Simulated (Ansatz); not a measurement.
A structure relaxed at B3LYP-D4/def2-SVP in Ansatz, charge 1, doublet:

```xyz
7

Be    1.409    0.331   -1.006
Be   -0.918   -0.621    1.549
Be    1.128   -0.723    1.354
Be   -1.534    0.477   -0.725
Se    2.849   -0.380    0.230
Se   -2.778   -0.099    0.767
Se   -0.157    1.015   -2.169
```

Task: Give its formula and point group.

Result: Be₄Se₃⁺. Point group C2v (tolerance 0.1 Å).

Task: Summarise the bond lengths by kind (pairs closer than 1.2 times the sum of covalent radii, bridged metal pairs left out).

Result: 6 × Be–Se 2.03 to 2.08 Å; 1 × Be–Be 2.06 Å.

Another isomer (doublet) lies 1.80 eV lower at PBE0-D4/def2-TZVP; other spin states weren't run for this one.
